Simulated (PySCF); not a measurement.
Method: TPSSh-D3(BJ)/def2-TZVP // BP86-D3(BJ)/def2-SVP run with PySCF. Isolated molecules, 0 K electronic values unless said otherwise. One relaxed conformer stands for a flexible species; it need not be the lowest. 

Reference species: [Hf(Cl)4] (neutral, multiplicity 1).

The mean distance from the central atom to its bonded neighbours is 2.338 Å and the coordination number is 4. The LUMO is -2.68 eV.

Changed species: [Hf(Cl)(OH)3] (3 of 4 Cl replaced by OH; the reference has 0 of 4 Cl replaced by OH).

Q: Predict the effect on the mean distance from the central atom to its bonded neighbours, coordination number and LUMO.

A: the mean distance from the central atom to its bonded neighbours drops by 0.293 Å, to 2.045 Å; the coordination number hardly moves; the LUMO rises by 2.31 eV, to -0.37 eV.
